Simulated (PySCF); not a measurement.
A calculated (UHF, PySCF 2.14, def2-SVP, no relativity, point nucleus) atom or ion has these occupied shells.

| shell | electrons | orbital energy (eV) | rms radius, mean of both spins (bohr) |
| --- | --- | --- | --- |
| 1s α | 1 | -915.61 | 0.183 |
| 1s β | 1 | -913.87 | 0.183 |
| 2s α | 1 | -73.615 | 0.957 |
| 2s β | 1 | -67.537 | 0.957 |
| 2p α | 3 | -45.189 | 1.00 |
| 2p β | 2 | -42.327 | 1.00 |

**Question.** Name the element and its charge.

**Answer.** Ne⁺ (neon, charge +1), in [He] 2s2 2p5, 2P determinant.
